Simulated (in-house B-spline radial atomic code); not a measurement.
Values are calculated unless marked as measured or tabulated.
## Stopping and range of 20 keV Sn in InAs

The pair potential comes from two frozen, spherical free-atom densities (PBE, B-spline radial code, scalar-relativistic past argon): electrostatics plus the change in Thomas-Fermi kinetic and Dirac exchange energy where they overlap, the recipe behind the universal ZBL potential, which averages such potentials (from solid-state densities) over many pairs. It is written V = (Z1 Z2 e²/r) φ(r/a), with e² = 14.3996 eV·Å and a = 0.46850 Å/(Z1^0.23 + Z2^0.23); ZBL's fit is φ = 0.18175 e^(−3.1998x) + 0.50986 e^(−0.94229x) + 0.28022 e^(−0.4029x) + 0.02817 e^(−0.20162x). Where φ falls below 4e-4 it is continued as an exponential.

The target is taken as amorphous, with density 5.68 g/cm³ (NSM archive of the Ioffe Institute); channelling is ignored. Masses: Sn 118.71, In 114.82, As 74.92 u. Nuclear stopping is S_n = 4π a Z1 Z2 e² M1/(M1 + M2) × s_n(ε), with s_n integrated over impact parameters for each pair. Electronic stopping is Lindhard and Scharff's S_e = Z1^(1/6) 8π e² a0 Z1 Z2/(Z1^(2/3) + Z2^(2/3))^(3/2) × v/v0, with a0 = 0.529177 Å and v = v0 at 24.801 keV/u; it misses the oscillations with Z1 seen in experiment, which reach tens of per cent. Compounds add by atom fraction.

```
target atom    a (Å)  ε at this energy  s_n, this pair  s_n, ZBL potential
         In  0.09548           0.02661          0.2333              0.2306
         As  0.09981           0.03251          0.2481              0.2448
```

Task: What are the atom density and the stopping powers at entry?

Result: N = 5.68 × 0.602214/94.87 = 0.03606 atoms/Å³. For In: S_n = 21520 × 0.2333 = 5020 eV·Å², S_e = 3.7488 × √20000 = 530.2 eV·Å². For As: S_n = 18270 × 0.2481 = 4532 eV·Å², S_e = 3.0328 × √20000 = 428.9 eV·Å². Averaged over the target's atoms (half each) and times N × 10 Å/nm, the ion loses N S_n = 1720 eV/nm to recoils and N S_e = 173 eV/nm to electrons; the nuclear share is 91 %.

Along the track:

| E (keV) | N S_n (eV/nm) | N S_e (eV/nm) |
| --- | --- | --- |
| 1 | 492 | 38.7 |
| 3 | 837 | 67 |
| 6 | 1130 | 94.7 |
| 10 | 1370 | 122 |
| 15 | 1570 | 150 |
| 20 | 1720 | 173 |

Task: Estimate the path length and the projected range.

Result: With continuous slowing down the path is the integral of dE/(N (S_n + S_e)). Trapezoids over the table give 14.8 nm, and the stretch below the first row, with stopping taken as √E, adds 2E/(N S) = 3.8 nm: 18.5 nm in all, against 18.3 nm on a fine grid from 5 eV. Deflections shorten the depth: to first order in the energy passed on, N (S_n + S_e) dR_p/dE = 1 − N S_n (M2/M1) R_p/(2E), summed over the target's atoms, and integrating this on the fine grid gives R_p = 10.8 nm, 0.59 of the path. Lindhard's rule of thumb R/(1 + M2/3M1), with mean M2/M1 = 0.80, gives 14.4 nm. On the ZBL potential the same equation gives 10.9 nm, and the full integral equation, which keeps hard collisions, 11.2 nm.
